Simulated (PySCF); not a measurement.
## C₆ coefficients of unlike pairs at PBE0

Calculated with PySCF 2.14 from the dipole response of each species, C₆(A,B) = (3/π) ∫ α_A(iu) α_B(iu) du, in atomic units, from isotropic polarisabilities. For ions this is the dispersion term alone; charge-induced terms of lower order in 1/R come first.

```tsv
species	configuration	basis	relativity	α (bohr³)	C₆ (like pair)
Ti³⁺	[Ar] 3d1 (2D)	aug-cc-pVTZ (8s7p5d3f2g)	none	2.256	5.748
In⁺	[Kr] 4d10 5s2 (1S)	aug-cc-pVQZ-PP with ECP28MDF (7s7p5d3f2g)	core potential	24.69	166.9
Be²⁺	1s2 (1S)	aug-cc-pCVTZ (7s6p4d2f)	none	0.05072	0.01056
F⁺	[He] 2s2 2p4 (3P)	aug-cc-pVQZ-DK (6s5p4d3f2g)	spin-free X2C	1.827	3.397
```

Estimate C₆ for F⁺ with Be²⁺.

The integral gives 0.1581. The combination rule 2 C_A C_B / (C_A α_B/α_A + C_B α_A/α_B) gives 0.1511 and the geometric mean 0.1894.

No spin-orbit coupling is included.

The other pairs:

```tsv
pair	C₆
In⁺, Ti³⁺	26.30
F⁺, In⁺	20.70
F⁺, Ti³⁺	4.413
Be²⁺, Ti³⁺	0.2098
Be²⁺, In⁺	0.7692
```
